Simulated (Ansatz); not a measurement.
Reaction (isomerisation): `CCO[SiH2]C` → `C[SiH2]C(C)O`

Computed with Ansatz on PBE0-D4/def2-TZVP structures; ΔE is electronic, products minus reactants. CCSD(T)/CBS adds triple-zeta CCSD(T) − MP2 to the extrapolated MP2 energy (def2 sets, frozen cores). Functionals use def2-TZVPP. HSE06 is defined as in plane-wave codes. Each species was taken in one conformer, which may not be the lowest.

**Question.** Is it downhill or uphill in electronic energy at CCSD(T)/CBS, and by how much? (Estimate.)

**Answer.** Ansatz gave: Uphill: ΔE = +117.2 kJ/mol.

**Question.** What do these levels give: LDA (SPW92), PBE0-D4, r2SCANh-D4, r2SCAN0-D4, HSE06-D4, BHLYP-D4, ωB97X-V, BLYP, HSE06, LC-ωPBE, MP2/def2-SVP, CCSD(T)/def2-TZVPP? (Estimate.)

**Answer.** The calculation gave: LDA (SPW92) 104.0, PBE0-D4 109.9, r2SCANh-D4 117.8, r2SCAN0-D4 119.4, HSE06-D4 109.9, BHLYP-D4 127.8, ωB97X-V 117.1, BLYP 119.7, HSE06 111.9, LC-ωPBE 115.6, MP2/def2-SVP 115.8, CCSD(T)/def2-TZVPP 117.9 kJ/mol.

Largest T1 diagnostic among the species: 0.010.

Leaving LDA and LC-ωPBE aside and taking each functional with its dispersion term where it has one, the values, not all of them listed here, spread over 25.4 kJ/mol, from revPBE-D4 to BHLYP-D4. In def2-TZVPP, CCSD(T) changes the Hartree–Fock value by −24.9 kJ/mol (the triples alone add −3.5 kJ/mol) and MP2 by −22.7 kJ/mol.
